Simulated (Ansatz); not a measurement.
Question: Name a neutral molecule of Br, C, Cl with HOMO energy (ωB97M-V/def2-TZVPP) between -10.65 and -10.35 eV and size of the dipole moment (ωB97M-V/def2-TZVPP) between 0.00 and 0.30 D (Ansatz, PBE0-D4/def2-TZVP geometry).

Answer: `ClC(Cl)(Br)Br` (-10.58 eV, 0.03 D); `ClC(Br)(Br)Br` (-10.45 eV, 0.04 D). Other molecules can fit too; these were computed, each in one conformer that needn't be the lowest.
